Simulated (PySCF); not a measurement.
# Computed records: BGeH₄

Computed with PySCF 2.14.0. Calculation on a computer-drawn molecule: vertical ionisation energy to the stated ion spin, frozen-core CCSD(T) at the basis limit and cheaper methods, single-reference cases, UHF for radicals, no spin-orbit; all values are single points at the evaluated structure, the first of each entry, which is the reference or a displaced copy of it and isn't optimised; the reference structure only sets the zero of the energies above reference; triples share is (T) over the correlation energy; on germanium a core potential holds 10 electrons, which the energies leave out, and 3d is frozen in MP2 and coupled-cluster steps.

Common to all runs: charge 0; multiplicity 2; ion multiplicity 1; diffuse functions no; basis cc-pVnZ; basis and core potential on germanium cc-pVnZ-PP ECP10MDF; reference is the Hartree-Fock double-zeta minimum; best is HF at quadruple zeta + MP2 correlation extrapolated from triple and quadruple zeta + CCSD(T) minus MP2 at triple zeta; basis step is the size of the change from the same recipe one zeta lower.

(1) BGeH₄

Evaluated structure:
```xyz
6
BGeH4
B     -1.8793     1.2994     0.7746
Ge    -1.7205     0.8277    -1.2380
H     -2.5300     2.0844     1.3982
H     -0.2572     0.9762    -1.6728
H     -2.5856     1.6959    -2.1647
H     -2.1338    -0.6369    -1.4318
```

Reference structure:
```xyz
6
BGeH4
B     -1.8793     1.2994     0.7746
Ge    -1.7205     0.8277    -1.2380
H     -2.5300     2.0844     1.3982
H     -0.2572     0.9762    -1.6728
H     -2.5856     1.6959    -2.1647
H     -2.1338    -0.6369    -1.4318
```

Results for BGeH₄: ionisation energy best 8.222 eV; ionisation energy basis step 0.02348 eV; energy above reference best 0 kcal/mol; energy above reference basis step 0 kcal/mol; total energy HF triple zeta -320.3154 hartree; total energy CCSD(T) triple zeta -320.5598 hartree; total energy best -320.5863 hartree; T1 diagnostic at triple zeta 0.01387; D1 diagnostic at triple zeta 0.03156; spin squared at triple zeta 0.7576; ion T1 diagnostic at triple zeta 0.01921; ion D1 diagnostic at triple zeta 0.0405; triples share at triple zeta 0.02857; basis functions triple zeta 125; dipole magnitude HF at triple zeta 0.4803 debye; dipole magnitude CCSD unrelaxed at triple zeta 0.4286 debye; dipole magnitude PBE at triple zeta 0.39 debye; dipole magnitude r2SCAN at triple zeta 0.3614 debye; dipole magnitude B3LYP at triple zeta 0.4121 debye; dipole magnitude wB97X at triple zeta 0.4605 debye.

Drawn bonds:
| atom | other atom | order |
| --- | --- | --- |
| 1 | 2 | 1 |
| 1 | 3 | 1 |
| 2 | 4 | 1 |
| 2 | 5 | 1 |
| 2 | 6 | 1 |

Triple zeta:
| method | ionisation energy (eV) | energy above reference (kcal/mol) |
| --- | --- | --- |
| HF | 7.862 | 0 |
| PBE | 8.225 | 0 |
| r2SCAN | 8.42 | 0 |
| B3LYP | 8.299 | 0 |
| wB97X | 8.244 | 0 |
| MP2 | 8.19 | 0 |
| CCSD | 8.172 | 0 |
| CCSD(T) | 8.184 | 0 |

(2) BGeH₄

Evaluated structure:
```xyz
6
BGeH4
B     -1.8620     1.2964     0.7956
Ge    -1.7125     0.8338    -1.2329
H     -2.5381     2.0719     1.4230
H     -0.2770     0.9857    -1.6652
H     -2.5481     1.7093    -2.1779
H     -2.1655    -0.6520    -1.4312
```

Reference structure:
```xyz
6
BGeH4
B     -1.8793     1.2994     0.7746
Ge    -1.7205     0.8277    -1.2380
H     -2.5300     2.0844     1.3982
H     -0.2572     0.9762    -1.6728
H     -2.5856     1.6959    -2.1647
H     -2.1338    -0.6369    -1.4318
```

The calculation gives: ionisation energy best 8.258 eV; ionisation energy basis step 0.0236 eV; energy above reference best 0.5637 kcal/mol; energy above reference basis step 0.01486 kcal/mol; total energy HF triple zeta -320.3145 hartree; total energy CCSD(T) triple zeta -320.5590 hartree; total energy best -320.5854 hartree; T1 diagnostic at triple zeta 0.01389; D1 diagnostic at triple zeta 0.03171; spin squared at triple zeta 0.7575; ion T1 diagnostic at triple zeta 0.0191; ion D1 diagnostic at triple zeta 0.04047; triples share at triple zeta 0.02866; basis functions triple zeta 125; dipole magnitude HF at triple zeta 0.4791 debye; dipole magnitude CCSD unrelaxed at triple zeta 0.4202 debye; dipole magnitude PBE at triple zeta 0.3783 debye; dipole magnitude r2SCAN at triple zeta 0.3561 debye; dipole magnitude B3LYP at triple zeta 0.4064 debye; dipole magnitude wB97X at triple zeta 0.4558 debye.

Drawn bonds:
| atom | other atom | order |
| --- | --- | --- |
| 1 | 2 | 1 |
| 1 | 3 | 1 |
| 2 | 4 | 1 |
| 2 | 5 | 1 |
| 2 | 6 | 1 |

Triple zeta:
| method | ionisation energy (eV) | energy above reference (kcal/mol) |
| --- | --- | --- |
| HF | 7.902 | 0.5557 |
| PBE | 8.265 | 0.5033 |
| r2SCAN | 8.462 | 0.6222 |
| B3LYP | 8.339 | 0.5721 |
| wB97X | 8.282 | 0.6034 |
| MP2 | 8.228 | 0.5883 |
| CCSD | 8.208 | 0.5402 |
| CCSD(T) | 8.22 | 0.5261 |

(3) BGeH₄

Evaluated structure:
```xyz
6
BGeH4
B     -1.8620     1.2964     0.7956
Ge    -1.6939     0.7764    -1.4848
H     -2.5381     2.0719     1.4230
H     -0.2584     0.9283    -1.9171
H     -2.5295     1.6519    -2.4298
H     -2.1469    -0.7094    -1.6831
```

Reference structure:
```xyz
6
BGeH4
B     -1.8793     1.2994     0.7746
Ge    -1.7205     0.8277    -1.2380
H     -2.5300     2.0844     1.3982
H     -0.2572     0.9762    -1.6728
H     -2.5856     1.6959    -2.1647
H     -2.1338    -0.6369    -1.4318
```

Drawn bonds:
| atom | other atom | order |
| --- | --- | --- |
| 1 | 2 | 1 |
| 1 | 3 | 1 |
| 2 | 4 | 1 |
| 2 | 5 | 1 |
| 2 | 6 | 1 |

## Withheld values
1. Give the missing T1 diagnostic at triple zeta for BGeH₄ (entry 3).
2. What dipole magnitude r2SCAN at triple zeta does the calculation give for BGeH₄ (entry 3)?
3. What D1 diagnostic at triple zeta does the calculation give for BGeH₄ (entry 3)?

## Answers
1. 0.01331
2. 0.4235 debye
3. 0.03318

Further results for BGeH₄ (entry 3):

```
ionisation energy best                         : 8.098 eV
ionisation energy basis step                   : 0.02687 eV
energy above reference best                    : 9.276 kcal/mol
energy above reference basis step              : 0.1964 kcal/mol
total energy HF triple zeta                    : -320.3010 hartree
total energy CCSD(T) triple zeta               : -320.5456 hartree
total energy best                              : -320.5715 hartree
spin squared at triple zeta                    : 0.7572
ion T1 diagnostic at triple zeta               : 0.01472
ion D1 diagnostic at triple zeta               : 0.02897
triples share at triple zeta                   : 0.02948
basis functions triple zeta                    : 125
dipole magnitude HF at triple zeta             : 0.4612 debye
dipole magnitude CCSD unrelaxed at triple zeta : 0.4444 debye
dipole magnitude PBE at triple zeta            : 0.4351 debye
dipole magnitude B3LYP at triple zeta          : 0.4569 debye
dipole magnitude wB97X at triple zeta          : 0.4857 debye
```

Triple zeta:
| method | ionisation energy (eV) | energy above reference (kcal/mol) |
| --- | --- | --- |
| HF | 7.691 | 9.014 |
| PBE | 8.21 | 9.003 |
| r2SCAN | 8.393 | 10.29 |
| B3LYP | 8.232 | 9.067 |
| wB97X | 8.133 | 9.952 |
| MP2 | 8.057 | 9.528 |
| CCSD | 8.031 | 9.069 |
| CCSD(T) | 8.059 | 8.928 |
